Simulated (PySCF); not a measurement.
## Computed properties of Sn(H)3(SeH) (H₄SeSn), SMILES [SnH3][SeH]

H4SeSn, SMILES [SeH][SnH3]. Geometry: B3LYP-D3(BJ)/def2-TZVP. The def2 effective core potentials stand for the cores of Sn; spin–orbit coupling is left out. Other conformers were not sampled. All values are computed for the isolated molecule unless a solvent is named; none is compared with measurement here.

**Structure.** The optimised structure has Cs symmetry. All 12 harmonic modes at B3LYP-D3(BJ)/def2-TZVP (PySCF) are real, so it is a minimum.

**Vibrations.** The strongest infrared lines (harmonic, unscaled, degenerate partners summed) lie at 682 cm⁻¹ (261 km/mol, H 99 %), 1923 cm⁻¹ (168 km/mol, H 99 %), 1942 cm⁻¹ (141 km/mol, H 99 %). The softest mode is at 108 cm⁻¹ and the zero-point energy is 17.3 kcal/mol.

**Electronic structure.** HF/def2-TZVPD (PySCF) places the frontier levels at -9.49 and 1.20 eV, a gap of 10.69 eV, and gives a dipole moment of 1.57 D and a mean polarisability of 70.6 bohr³.

**Excitations.** TDA-M06-2X/def2-SVPD (PySCF) has S1 at 4.82 eV (257 nm, f = 0.017, weak); the most intense of the 10 singlets computed lies at 7.34 eV (f = 0.51). T1 (TDA) is at 4.49 eV, 0.33 eV under S1. No vertical singlet excitation falls in the visible range (under 3.1 eV).
